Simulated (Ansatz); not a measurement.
One change: `N#CO` becomes `N#CO[SiH3]`.

Ansatz, PBE0-D4/def2-TZVP geometries, multiplicity 1. Each molecule was computed in one conformer, which needn't be the lowest.

```json
{"property": "LUMO energy (PBE0/def2-TZVPP) / eV", "`N#CO`": "-0.38"}
{"property": "LUMO energy (PBE/def2-TZVPP) / eV", "`N#CO`": "-1.31"}
{"property": "HOMO energy (PBE0/def2-TZVPP) / eV", "`N#CO`": "-9.01"}
{"property": "HOMO energy (PBE/def2-TZVPP) / eV", "`N#CO`": "-7.54"}
{"property": "HOMO–LUMO gap (PBE/def2-TZVPP) / eV", "`N#CO`": "6.23"}
{"property": "vertical ionisation energy (CCSD(T)/CBS(def2)) / eV", "`N#CO`": "12.25"}
```

Question: Give the same properties after the change, and the shifts. (Estimate.)

Answer: The calculation gave: 
```
                                           property  `N#CO[SiH3]`  shift
                 LUMO energy (PBE0/def2-TZVPP) / eV         -0.99  -0.61
                  LUMO energy (PBE/def2-TZVPP) / eV         -1.88  -0.57
                 HOMO energy (PBE0/def2-TZVPP) / eV         -8.78   0.23
                  HOMO energy (PBE/def2-TZVPP) / eV         -7.37   0.17
                HOMO–LUMO gap (PBE/def2-TZVPP) / eV          5.49  -0.74
vertical ionisation energy (CCSD(T)/CBS(def2)) / eV         11.68  -0.57
```

With PBE0 the HOMO rises by 0.23 eV and the LUMO falls by 0.61 eV, so the gap narrows by about 0.84 eV. PBE moves the HOMO by 0.17 eV and ωB97M-V by 0.25 eV. The zero-point energy changes by 42.8 kJ/mol with +9 modes.
